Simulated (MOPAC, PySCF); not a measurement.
Br₃ClSi, SMILES `Br[Si](Cl)(Br)Br`, neutral singlet in the gas phase. 

Cartesian coordinates (Å):
```xyz
5

Cl    -0.2499    -0.0585     2.0502
Si    -0.0034    -0.0008     0.0280
Br    -0.5147     2.0147    -0.7088
Br     2.0979    -0.4612    -0.4611
Br    -1.3299    -1.4942    -0.9083
```
Charge 0, spin multiplicity 1.

All levels are single points at this geometry (B3LYP-D3(BJ)/def2-TZVP); Pople sets use spherical d functions. Orbital energies aren't observables, and empty levels follow the basis.

| level | HOMO (eV) | LUMO (eV) | gap (eV) | dipole (D) | vertical IE, Delta-SCF (eV) |
|---|---|---|---|---|---|
| B3LYP-D3(BJ)/def2-TZVP in PySCF | -8.43 | -1.86 | 6.57 | 0.10 | – |
| PBE-D3(BJ)/def2-TZVP in PySCF | -7.42 | -2.49 | 4.93 | 0.10 | – |
| B3LYP/3-21G in PySCF | -8.39 | -2.06 | 6.33 | 0.84 | – |
| B3LYP/6-311+G** (LANL2DZ on Br) in PySCF | -8.57 | -2.12 | 6.45 | 0.03 | – |
| B3LYP/LANL2DZ in PySCF | -8.77 | -2.50 | 6.27 | 0.48 | – |
| BP86/6-31G* in PySCF | -7.55 | -2.76 | 4.79 | 0.23 | – |
| PBE/6-31G* in PySCF | -7.45 | -2.64 | 4.81 | 0.24 | – |
| SVWN5/6-31G* in PySCF | -7.59 | -2.88 | 4.70 | 0.21 | – |
| HF/6-31G* in PySCF | -11.76 | 1.87 | 13.62 | 0.27 | 11.14 |
| HF/STO-3G in PySCF | -9.57 | 5.22 | 14.79 | 0.89 | – |
| AM1 in MOPAC | -11.81 | -2.44 | 9.38 | 0.15 | – |
| PM3 in MOPAC | -11.75 | -3.26 | 8.49 | 1.31 | – |
| PM7 in MOPAC | -10.69 | -1.99 | 8.70 | 0.56 | – |
